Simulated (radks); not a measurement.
Question: These are the eigenvalues of the occupied orbitals of an atom or ion with whole-number occupations (eV). Method: non-relativistic Kohn-Sham, PBE, spin-polarised, spherical densities, point nucleus; computed with a radial shooting solver on a logarithmic mesh with Libxc functionals.

1s up: -6408.393
1s down: -6408.286
2s up: -769.7654
2s down: -767.9973
2p up: -664.7481
2p down: -663.3785
3s up: -119.2039
3s down: -115.1308
3p up: -88.8363
3p down: -84.8007
3d up: -39.8753
4s up: -25.2708
4p up: -18.7713

Which element is it, and in what charge state? The configuration may be excited. Open shells, if any, are filled with parallel spins first.

Answer: Z = 25, manganese, charge +2: Mn2+ in [Ar] 3d3 4s1 4p1. The list shows which subshells hold electrons but not how many an open one holds; the 1s level, -235.5 hartree, gives Z - s = 21.7 by -(Z - s)^2/2, which with screening narrows Z to a few neighbours, and the depths of the outer levels then fix element, charge and occupations together.
